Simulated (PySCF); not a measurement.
`O[C@H]1C=COC=C1F`, C5H5FO2

Molfile (atoms numbered from 1):
```
C5H5FO2
     RDKit          3D

 13 13  0  0  0  0  0  0  0  0999 V2000
   -1.4412   -1.3236    0.6129 O   0  0  0  0  0  0  0  0  0  0  0  0
   -0.8460   -0.4213   -0.3112 C   0  0  1  0  0  0  0  0  0  0  0  0
   -0.8466    0.9491    0.3074 C   0  0  0  0  0  0  0  0  0  0  0  0
    0.2689    1.5695    0.6685 C   0  0  0  0  0  0  0  0  0  0  0  0
    1.5303    1.1121    0.4576 O   0  0  0  0  0  0  0  0  0  0  0  0
    1.6366   -0.0695   -0.1946 C   0  0  0  0  0  0  0  0  0  0  0  0
    0.5862   -0.7784   -0.5917 C   0  0  0  0  0  0  0  0  0  0  0  0
    0.7755   -1.9409   -1.2666 F   0  0  0  0  0  0  0  0  0  0  0  0
   -1.3694   -2.2190    0.2614 H   0  0  0  0  0  0  0  0  0  0  0  0
   -1.4336   -0.4353   -1.2476 H   0  0  0  0  0  0  0  0  0  0  0  0
   -1.8074    1.3853    0.5161 H   0  0  0  0  0  0  0  0  0  0  0  0
    0.2843    2.5347    1.1510 H   0  0  0  0  0  0  0  0  0  0  0  0
    2.6581   -0.3623   -0.3811 H   0  0  0  0  0  0  0  0  0  0  0  0
  1  2  1  0
  2  3  1  0
  3  4  2  0
  4  5  1  0
  5  6  1  0
  6  7  2  0
  7  8  1  0
  7  2  1  0
  1  9  1  0
  2 10  1  6
  3 11  1  0
  4 12  1  0
  6 13  1  0
M  END
```

Method: quadratic response PBE0/def2-SVPD first hyperpolarisability, Taylor convention, gas phase (PySCF 2.14.0). Geometry: GFN2-xTB.

Q: Give the tensor of the second harmonic β(−2ω;ω,ω) at 800 nm in the axes of these coordinates.

A: In au, Taylor convention; rows are the first index (the induced dipole):
```csv
,xx,yy,zz,xy,xz,yz
x,+89.6,+64.1,+32.0,+0.4,-6.1,+7.1
y,+2.4,+36.4,-12.3,+55.3,+5.5,+3.8
z,-5.1,+1.8,-0.9,+5.3,+29.8,-13.3
```
Norm of βᵢ = ⅓ Σⱼ (βᵢⱼⱼ + βⱼᵢⱼ + βⱼⱼᵢ): 180.1 au, hyper-Rayleigh value 69.1 au.
